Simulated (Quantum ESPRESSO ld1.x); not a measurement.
Results of a calculation; reference values are marked as such.
All-electron atom: the germanium ion Ge4+ in [Ne] 3p6 3d10 4d2 (not the ground configuration). Code: ld1.x of Quantum ESPRESSO 7.5. Model: scalar-relativistic Kohn-Sham, LDA (Slater exchange, VWN5 correlation), spin-polarised, spherical densities, point nucleus; open shells are filled with parallel spins first.

Normalised radial functions P(r) = r R(r), r in bohr:

```
   r/bohr * 3d down (the largest magnitude, 1.22, reaches the edge; | marks zero)
 0.002358 *
 0.003071 *
 0.004031 *
 0.005291 *
  0.00689 *
 0.009043 *
  0.01187 *
  0.01546 *
  0.02029 *
  0.02663 *
  0.03468 |*
  0.04551 |*
  0.05974 |  *
  0.07779 |    *
   0.1021 |        *
    0.134 |              *
   0.1745 |                      *
   0.2291 |                                 *
   0.3007 |                                            *
   0.3915 |                                                    *
   0.5139 |                                                      *
   0.6745 |                                                 *
   0.8854 |                                     *
    1.153 |                       *
    1.513 |           *
    1.986 |   *
    2.586 |*
    3.395 *
    4.456 *
    5.802 *
    7.616 *
```

3d down: eigenvalue -107.80 eV, 0 radial nodes, <r> = 0.659 bohr, 90 % of the charge inside 1.08 bohr.
